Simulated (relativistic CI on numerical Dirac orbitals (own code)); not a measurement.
**Co⁺: M2,3 absorption edge**

Computed with this model: Dirac-Coulomb-Breit CI, separate exchange-only KLI orbitals for each configuration, model QED, valence Slater integrals scaled by 0.8, multiplet model of core-to-valence dipole absorption; configurations [Ar] 3d8 → [Ne] 3s2 3p5 3d9; 300 K; Lorentzian 0.48 eV and Gaussian 0.3 eV FWHM. Energies are those of the free ion, without screening or charge transfer. The branching ratio is the share of the lower-energy edge in the whole absorption, uncertain by about 0.02 where the edges overlap. S is read from ⟨S²⟩ = S(S + 1).

Field parameters in Wybourne normalisation: D3d B²₀ = −7Dσ, B⁴₀ = −14Dq − 21Dτ, B⁴₃ = −14√(10/7) Dq; D4h B²₀ = −7Ds, B⁴₀ = 21(Dq − Dt), B⁴₄ = 21√(5/14) Dq; Oh B⁴₀ = 21Dq, B⁴₄ = √(5/14) B⁴₀; Td as Oh with Dq negative (B⁴₀ = 21Dq, B⁴₄ = √(5/14) B⁴₀). The field is a parameter set, without covalency.

Peaks in eV (height, largest 100): 63.1 (77), 64.4 (30), 67.1 (100).

(1) Which surroundings give this spectrum?
A. Td, 10Dq = -3500 cm⁻¹
B. free ion
C. D3d, 10Dq = 17850, Dσ = -790, Dτ = -180 cm⁻¹
D. D3d, 10Dq = 14200, Dσ = 30, Dτ = -200 cm⁻¹

## Answers

(1) D. D3d, 10Dq = 14200, Dσ = 30, Dτ = -200 cm⁻¹, where the ground state has S = 1.00.
